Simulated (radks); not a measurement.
The numbers below are computed, except where a source is named.
The lutetium anion Lu- inside a hard spherical wall (all orbitals vanish at R), configuration held at [Xe] 4f14 5d2 6s2 and not refilled when levels cross. Level of theory: scalar-relativistic Kohn-Sham, LDA (Slater exchange, VWN5 correlation), spin-polarised, spherical densities, finite nucleus; open shells are filled with parallel spins first (spin-orbit coupling, left out, can overturn this in heavy ions); Fermi nuclear charge, rms radius 5.37 fm (a radial shooting solver on a logarithmic mesh with Libxc functionals). Eigenvalues in eV for spin up, with the zero of energy where the potential of the charges vanishes at infinity; a dash marks a level that is unbound or too diffuse for the functional's potential to be trusted. A positive occupied level is held by the wall or, in an anion where self-interaction has pushed it up, behind a barrier. The pressure on the wall is -dE/dV.

R (bohr)  E (hartree)  kinetic (hartree)    e(5p)   e(4f)   e(6s)  e(6p, empty)  e(7s, empty)   e(5d)  pressure (GPa)
20        -14552.6814          15892.658  -27.592  -5.455  -1.286         1.335         1.491   1.692         0.00564
15        -14552.6755          15892.649  -26.834  -4.688  -0.737         1.839         2.459   2.296          0.0164
10        -14552.6566          15892.692  -25.442  -3.274   0.147         3.009         5.569   3.422           0.222
8         -14552.6194          15892.824  -23.993  -1.801   1.149         4.477         9.634   4.650            1.22
7         -14552.5705          15892.995  -22.702  -0.482   2.172         5.982        13.707   5.797            3.31
4         -14551.5224          15896.281  -12.721  10.314  16.603        26.512        64.163  16.978             172
3         -14548.8730          15905.255   -1.347  23.570  44.650        62.800        143.34  32.460            1390
2         -14531.3753          15962.826   46.054  71.578  178.97        217.01        444.63  95.866           26200
